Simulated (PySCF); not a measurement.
**Gas-phase XPS of `C[S][GeH2][SH]`, computed**

Compound: CH6GeS2.
Bonds: C1–S2, S2–Ge3, Ge3–S4. Hydrogens: H5, H6, H7 on C1; H8, H9 on Ge3; H10 on S4.

Method used: delta-SCF UKS SCAN, pcX-2 on the ionised atom, pcseg-1 elsewhere, spin-free X2C (PySCF 2.14.0). Binding energies are ΔSCF values: E(core-ionised, relaxed orbitals) − E(ground state) at a fixed geometry, referred to the vacuum level.

**Question.** List the computed XPS lines with their assignment.

**Answer.** 
```csv
atom(s),bonded to,level,binding energy (eV),above the level's lowest (eV),count
C1,S and 3 H,C 1s,291.36,0.00,1
S2,C and Ge,S 1s,2476.65,0.00,1
S4,H and Ge,S 1s,2476.97,+0.32,1
```

The listed S 1s values span 0.32 eV, from S2 (bonded to C and Ge) to S4 (bonded to H and Ge).

**Question.** Which photon energy gives electrons from C 1s of C1 a kinetic energy of 100 eV, and what is their de Broglie wavelength?

**Answer.** hν = 291.36 + 100 = 391.36 eV, recoil neglected; λ = 12.264 Å/√(E/eV) = 1.23 Å.

Not every level is listed. No level of germanium is listed. One conformer (not necessarily the lowest) at the PBE0-D3(BJ)/def2-SVP geometry, without solvent, vibrations or thermal averaging.

Shape of the structure used: `[CH3:1][S:2][GeH2:3][SH:4]`: C1–S2–Ge3–S4 56°, H–S4–Ge3–S2 58°.
